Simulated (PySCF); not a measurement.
Si(Me)(OMe)2(SMe), SMILES CO[Si](C)(OC)SC (C4H12O2SSi) (GFN2-xTB optimised geometry):

```
20

C      2.239    -0.700     0.862
O      1.377    -1.391     0.000
Si    -0.247    -1.391     0.000
C     -0.953    -2.363     1.483
O     -0.732    -1.980    -1.428
C     -0.465    -3.246    -1.968
S     -0.950     0.636     0.000
C     -2.663     0.403    -0.571
H      1.917     0.336     0.976
H      2.258    -1.179     1.844
H      3.236    -0.728     0.423
H     -0.471    -3.334     1.575
H     -2.020    -2.537     1.377
H     -0.803    -1.834     2.420
H      0.608    -3.440    -1.976
H     -0.847    -3.256    -2.988
H     -0.963    -4.021    -1.383
H     -2.653    -0.179    -1.484
H     -3.070     1.391    -0.753
H     -3.236    -0.101     0.200
```

Computed with PySCF 2.14.0 with PBE0/def2-SVP.

Task: What are the frontier orbital energies and the dipole moment?

Result: HOMO-2 -8.15 eV, HOMO-1 -7.56 eV, HOMO -6.40 eV, LUMO 0.96 eV, LUMO+1 1.50 eV; dipole moment 2.01 D.

Meta-Löwdin charges at PBE0/def2-SVP: C1 -0.07, O2 -0.60, Si3 1.19, C4 -0.58, O5 -0.60, C6 -0.07, S7 -0.25, C8 -0.33, H9 0.10, H10 0.09, H11 0.11, H12 0.12, H13 0.12, H14 0.12, H15 0.10, H16 0.11, H17 0.09, H18 0.12, H19 0.13, H20 0.11.
